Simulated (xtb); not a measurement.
C₂H₂F, doublet, at a GFN2-xTB geometry, atoms displaced at random by about 0.1 Å a coordinate; xtb 6.7.1 with GFN2-xTB.

Input for xtb:
```
$ xtb mol.xyz --gfn 2 --uhf 1 --opt crude --json

# file mol.xyz
5

C      0.00175626     0.24847290     0.02760991
C      1.23758495    -0.11133255    -0.09035518
F     -1.23304066    -0.30860827    -0.10620009
H      1.35217984    -1.30742081    -0.17188675
H      2.05008140     0.48818289    -0.11225352
```

**Question.** Write the output that xtb gives for this input, abridged.

**Answer.** 
```
   ID    Z sym.   atoms
    1    6 C      1, 2
    2    9 F      3
    3    1 H      4, 5

           -------------------------------------------------
          |                Calculation Setup                |
           -------------------------------------------------

           -------------------------------------------------
          |                 G F N 2 - x T B                 |
           -------------------------------------------------

          ...................................................
          :                      SETUP                      :
          :.................................................:
          :  # basis functions                  14          :
          :  # atomic orbitals                  14          :
          :  # shells                            8          :
          :  # electrons                        17          :
          :  max. iterations                   250          :
          :  Hamiltonian                  GFN2-xTB          :
          :  restarted?                      false          :
          :  GBSA solvation                  false          :
          :  PC potential                    false          :
          :  electronic temp.          300.0000000     K    :
          :  accuracy                    1.0000000          :
          :  -> integral cutoff          0.2500000E+02      :
          :  -> integral neglect         0.1000000E-07      :
          :  -> SCF convergence          0.1000000E-05 Eh   :
          :  -> wf. convergence          0.1000000E-03 e    :
          :  Broyden damping             0.4000000          :
          :  net charge                          0          :
          :  unpaired electrons                  1          :
          ...................................................

 iter      E             dE          RMSdq      gap      omega  full diag
   1     -9.9736429 -0.997364E+01  0.530E+00    3.29       0.0  T
   2     -9.9792764 -0.563350E-02  0.371E+00    3.60       1.0  T
   3     -9.9771219  0.215450E-02  0.220E+00    3.22       1.0  T
   4     -9.9894234 -0.123015E-01  0.289E-01    3.43       1.0  T
   5     -9.9895501 -0.126705E-03  0.825E-02    3.41       1.0  T
   6     -9.9895542 -0.413569E-05  0.323E-02    3.41       1.4  T
   7     -9.9895542  0.227445E-07  0.621E-03    3.41       7.2  T
   8     -9.9895543 -0.110782E-06  0.312E-03    3.41      14.4  T
   9     -9.9895543 -0.329795E-07  0.378E-04    3.41     118.3  T
  10     -9.9895543  0.298732E-09  0.287E-04    3.41     155.8  T

   *** convergence criteria satisfied after 10 iterations ***

         :::::::::::::::::::::::::::::::::::::::::::::::::::::
         ::                     SUMMARY                     ::
         :::::::::::::::::::::::::::::::::::::::::::::::::::::
         :: total energy              -9.880490046211 Eh    ::
         :: gradient norm              0.124206857999 Eh/a0 ::
         :: HOMO-LUMO gap              3.414268236912 eV    ::
         ::.................................................::
         :: SCC energy                -9.989554335691 Eh    ::
         :: -> isotropic ES            0.007590809879 Eh    ::
         :: -> anisotropic ES          0.000473159629 Eh    ::
         :: -> anisotropic XC          0.002211734242 Eh    ::
         :: -> dispersion             -0.001254537632 Eh    ::
         :: repulsion energy           0.109064289481 Eh    ::
         :: add. restraining           0.000000000000 Eh    ::
         :: total charge               0.000000000000 e     ::
         :::::::::::::::::::::::::::::::::::::::::::::::::::::

      -----------------------------------------------------------
     |                   =====================                   |
     |                        A N C O P T                        |
     |                   =====================                   |
     |               Approximate Normal Coordinate               |
     |                Rational Function Optimizer                |
      -----------------------------------------------------------
      -----------------------------------------------------------
     |                   =====================                   |
     |                        A N C O P T                        |
     |                   =====================                   |
     |               Approximate Normal Coordinate               |
     |                Rational Function Optimizer                |
      -----------------------------------------------------------

          ...................................................
          :                      SETUP                      :
          :.................................................:
          :   optimization level             crude          :
          :   max. optcycles                   200          :
          :   ANC micro-cycles                  20          :
          :   degrees of freedom                 9          :
          :.................................................:
          :   RF solver                   davidson          :
          :   write xtbopt.log                true          :
          :   linear?                        false          :
          :   energy convergence         0.5000000E-03 Eh   :
          :   grad. convergence          0.1000000E-01 Eh/α :
          :   maxmium RF displ.          1.0000000          :
          :   Hlow (freq-cutoff)         0.1000000E-01      :
          :   Hmax (freq-cutoff)         5.0000000          :
          :   S6 in model hess.         20.0000000          :
          ...................................................

generating ANC from exact Hessian ...
Using Lindh-Hessian (1995)
 Shifting diagonal of input Hessian by    0.0000000000000000
 Lowest  eigenvalues of input Hessian
    0.000000    0.000000    0.000000    0.000000    0.000000    0.000000
    0.034931    0.056716    0.076873    0.187810    0.281284    0.416862
[...]
 * total energy  :    -9.8804900 Eh     change       -0.3864677E-09 Eh
 * total energy  :    -9.8912467 Eh     change       -0.1075666E-01 Eh
 * total energy  :    -9.8935382 Eh     change       -0.2291512E-02 Eh
 * total energy  :    -9.8937394 Eh     change       -0.2012310E-03 Eh
   *** GEOMETRY OPTIMIZATION CONVERGED AFTER 4 ITERATIONS ***
[...]
          :  max. iterations                   250          :
          :  Hamiltonian                  GFN2-xTB          :
          :  restarted?                      false          :
          :  GBSA solvation                  false          :
          :  PC potential                    false          :
          :  electronic temp.          300.0000000     K    :
          :  accuracy                    1.0000000          :
          :  -> integral cutoff          0.2500000E+02      :
          :  -> integral neglect         0.1000000E-07      :
          :  -> SCF convergence          0.1000000E-05 Eh   :
          :  -> wf. convergence          0.1000000E-03 e    :
          :  Broyden damping             0.4000000          :
          :  net charge                          0          :
          :  unpaired electrons                  1          :
          ...................................................

 iter      E             dE          RMSdq      gap      omega  full diag
   1    -10.0030966 -0.100031E+02  0.709E-06    3.74       0.0  T
   2    -10.0030966 -0.159872E-13  0.396E-06    3.74   11290.2  T
   3    -10.0030966 -0.710543E-14  0.319E-06    3.74   14008.5  T

   *** convergence criteria satisfied after 3 iterations ***

         :::::::::::::::::::::::::::::::::::::::::::::::::::::
         ::                     SUMMARY                     ::
         :::::::::::::::::::::::::::::::::::::::::::::::::::::
         :: total energy              -9.893739445857 Eh    ::
         :: gradient norm              0.005898397955 Eh/a0 ::
         :: HOMO-LUMO gap              3.741843270466 eV    ::
         ::.................................................::
         :: SCC energy               -10.003096561834 Eh    ::
         :: -> isotropic ES            0.006433955075 Eh    ::
         :: -> anisotropic ES          0.000880386714 Eh    ::
         :: -> anisotropic XC          0.001316435785 Eh    ::
         :: -> dispersion             -0.001261676597 Eh    ::
         :: repulsion energy           0.109357115976 Eh    ::
         :: add. restraining           0.000000000000 Eh    ::
         :: total charge              -0.000000000000 e     ::
         :::::::::::::::::::::::::::::::::::::::::::::::::::::

           -------------------------------------------------
          |                Property Printout                |
           -------------------------------------------------

    * Orbital Energies and Occupations

         #    Occupation            Energy/Eh            Energy/eV
      -------------------------------------------------------------
         1        2.0000           -0.8376308             -22.7931
         2        2.0000           -0.6403515             -17.4249
         3        2.0000           -0.5876569             -15.9910
         4        2.0000           -0.5427961             -14.7702
         5        2.0000           -0.5422977             -14.7567
         6        2.0000           -0.5293666             -14.4048
         7        2.0000           -0.4918593             -13.3842
         8        2.0000           -0.4264933             -11.6055
         9        1.0000           -0.3501775              -9.5288 (HOMO)
        10                         -0.2126673              -5.7870 (LUMO)
        11                          0.0730499               1.9878
        12                          0.1634223               4.4469
        13                          0.3424262               9.3179
        14                          0.6747271              18.3603
      -------------------------------------------------------------
                  HL-Gap            0.1375102 Eh            3.7418 eV
             Fermi-level           -0.3348789 Eh           -9.1125 eV

     #   Z          covCN         q      C6AA      α(0)
     1   6 C        1.765     0.090    28.992     8.706
     2   6 C        2.832    -0.111    30.788     9.093
     3   9 F        0.785    -0.144    10.674     3.859
     4   1 H        0.924     0.087     1.911     2.162
     5   1 H        0.926     0.078     2.002     2.213

 Mol. C6AA /au·bohr⁶  :        285.247492
 Mol. C8AA /au·bohr⁸  :       6654.944094
 Mol. α(0) /au        :         26.031965

Wiberg/Mayer (AO) data.
largest (>0.10) Wiberg bond orders for each atom

 ---------------------------------------------------------------------------
     #   Z sym  total        # sym  WBO       # sym  WBO       # sym  WBO
 ---------------------------------------------------------------------------
     1   6 C    3.244 --     2 C    2.027     3 F    1.124
     2   6 C    3.976 --     1 C    2.027     5 H    0.957     4 H    0.891
                             3 F    0.100
     3   9 F    1.256 --     1 C    1.124     2 C    0.100
     4   1 H    0.983 --     2 C    0.891
     5   1 H    0.994 --     2 C    0.957
 ---------------------------------------------------------------------------

Topologies differ in total number of bonds
Writing topology from bond orders to xtbtopo.mol

molecular dipole:
                 x           y           z       tot (Debye)
 q only:        0.606       0.033      -0.015
   full:        0.645      -0.083      -0.028       1.654
molecular quadrupole (traceless):
                xx          xy          yy          xz          yz          zz
 q only:        0.221      -0.582       0.262      -0.175       0.063      -0.482
  q+dip:        0.695      -1.510       0.578      -0.291       0.187      -1.272
   full:       -0.032      -1.189       0.556      -0.242       0.131      -0.524

optimized geometry written to: xtbopt.xyz

           -------------------------------------------------
          | TOTAL ENERGY               -9.893739445857 Eh   |
          | GRADIENT NORM               0.005898397955 Eh/α |
          | HOMO-LUMO GAP               3.741843270466 eV   |
           -------------------------------------------------

normal termination of xtb
```
